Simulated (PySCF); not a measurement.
CHOS, charge +1, singlet, geometry from GFN2-xTB; WB97X-V/cc-pVDZ run with PySCF.

The PySCF input:
```python
from pyscf import gto, scf, dft

mol = gto.Mole()
mol.atom = '''
    O    -0.05168487    0.00758199   -1.62217986
    C     0.02888989   -0.02120432   -0.40228227
    S    -0.02233192    0.02665716    1.10304489
    H     0.59745029   -0.35994452   -2.25758581
'''
mol.basis = 'cc-pvdz'
mol.charge = 1
mol.verbose = 4
mol.build()

mf = dft.RKS(mol)
mf.xc = 'wb97x_v'
mf.kernel()
```

Output, abridged:

```
PySCF version 2.14.0

[INPUT] verbose = 4
[INPUT] num. atoms = 4
[INPUT] num. electrons = 30
[INPUT] charge = 1
[INPUT] spin (= nelec alpha-beta = 2S) = 0
[INPUT] symmetry False subgroup None
[INPUT] Mole.unit = angstrom
[INPUT] Symbol           X                Y                Z      unit          X                Y                Z       unit  Magmom
[INPUT]  1 O     -0.051684870000   0.007581990000  -1.622179860000 AA   -0.097670249084   0.014327884579  -3.065475660185 Bohr   0.0
[INPUT]  2 C      0.028889890000  -0.021204320000  -0.402282270000 AA    0.054593979869  -0.040070357458  -0.760203315068 Bohr   0.0
[INPUT]  3 S     -0.022331920000   0.026657160000   1.103044890000 AA   -0.042201212636   0.050374731659   2.084452745201 Bohr   0.0
[INPUT]  4 H      0.597450290000  -0.359944520000  -2.257585810000 AA    1.129017421142  -0.680196562838  -4.266218883604 Bohr   0.0

nuclear repulsion = 87.7284972539428
number of shells = 18
number of NR pGTOs = 100
number of NR cGTOs = 51
basis = cc-pvdz
ecp = {}

******** <class 'pyscf.dft.rks.RKS'> ********
method = RKS
initial guess = minao
damping factor = 0
level_shift factor = 0
DIIS = <class 'pyscf.scf.diis.CDIIS'>
diis_start_cycle = 1
diis_space = 8
diis_damp = 0
SCF conv_tol = 1e-09
SCF conv_tol_grad = None
SCF max_cycles = 50
direct_scf = True
direct_scf_tol = 1e-13
XC library pyscf.dft.libxc version 7.1.2
    S. Lehtola, C. Steigemann, M. J. T. Oliveira, and M. A. L. Marques,  SoftwareX 7, 1–5 (2018)
XC functionals = wb97x_v
    N. Mardirossian and M. Head-Gordon,  Phys. Chem. Chem. Phys. 16, 9904–9924 (2014)
radial grids:
    Treutler-Ahlrichs [JCP 102, 346 (1995); DOI:10.1063/1.469408] (M4) radial grids

becke partition: Becke, JCP 88, 2547 (1988); DOI:10.1063/1.454033
pruning grids: <function nwchem_prune>
grids dens level: 3
symmetrized grids: False
atomic radii adjust function: <function treutler_atomic_radii_adjust>
** Following is NLC and NLC Grids **
NLC functional = wb97x_v
radial grids:
    Treutler-Ahlrichs [JCP 102, 346 (1995); DOI:10.1063/1.469408] (M4) radial grids

becke partition: Becke, JCP 88, 2547 (1988); DOI:10.1063/1.454033
pruning grids: <function nwchem_prune>
grids dens level: 3
symmetrized grids: False
atomic radii adjust function: <function treutler_atomic_radii_adjust>
small_rho_cutoff = 0
Set gradient conv threshold to 3.16228e-05
Initial guess from minao.
tot grids = 56888
tot grids = 56888
init E= -512.599954532439
  HOMO = -0.366831727248414  LUMO = -0.0421448861017319  gap/eV = 8.83518
cycle= 1 E= -511.552584901691  delta_E= 1.05  |g|= 0.665  |ddm|= 2.05
  HOMO = -0.709355884473246  LUMO = -0.328796498331118  gap/eV = 10.35555
cycle= 2 E= -511.506544058823  delta_E= 0.046  |g|= 0.862  |ddm|= 1.06
  HOMO = -0.68325453358358  LUMO = -0.254077724287486  gap/eV = 11.67850
cycle= 3 E= -511.679957735367  delta_E= -0.173  |g|= 0.0789  |ddm|= 0.584
  HOMO = -0.669034092740385  LUMO = -0.239249276656839  gap/eV = 11.69504
cycle= 4 E= -511.681004767815  delta_E= -0.00105  |g|= 0.0545  |ddm|= 0.102
  HOMO = -0.667998858892786  LUMO = -0.235498238337942  gap/eV = 11.76894
cycle= 5 E= -511.681649311048  delta_E= -0.000645  |g|= 0.00923  |ddm|= 0.0365
  HOMO = -0.669653207271153  LUMO = -0.23617338283283  gap/eV = 11.79559
cycle= 6 E= -511.681677721833  delta_E= -2.84e-05  |g|= 0.00214  |ddm|= 0.00948
  HOMO = -0.669329787517356  LUMO = -0.236065420155268  gap/eV = 11.78972
cycle= 7 E= -511.68168335668  delta_E= -5.63e-06  |g|= 0.000775  |ddm|= 0.00583
  HOMO = -0.669449067606752  LUMO = -0.236170576829065  gap/eV = 11.79011
cycle= 8 E= -511.68168431181  delta_E= -9.55e-07  |g|= 0.000266  |ddm|= 0.00259
  HOMO = -0.669435976927793  LUMO = -0.236152208208429  gap/eV = 11.79025
cycle= 9 E= -511.68168445694  delta_E= -1.45e-07  |g|= 7.41e-05  |ddm|= 0.00114
  HOMO = -0.669430933650109  LUMO = -0.236156590226189  gap/eV = 11.79000
cycle= 10 E= -511.681684463691  delta_E= -6.75e-09  |g|= 1.17e-05  |ddm|= 0.000284
  HOMO = -0.669431173931828  LUMO = -0.236157716253699  gap/eV = 11.78997
cycle= 11 E= -511.681684463788  delta_E= -9.7e-11  |g|= 2.89e-06  |ddm|= 3.37e-05
  HOMO = -0.669431305092159  LUMO = -0.236158111234309  gap/eV = 11.78996
Extra cycle  E= -511.681684463789  delta_E= -5.68e-13  |g|= 2.47e-06  |ddm|= 4.35e-06
converged SCF energy = -511.681684463789
```
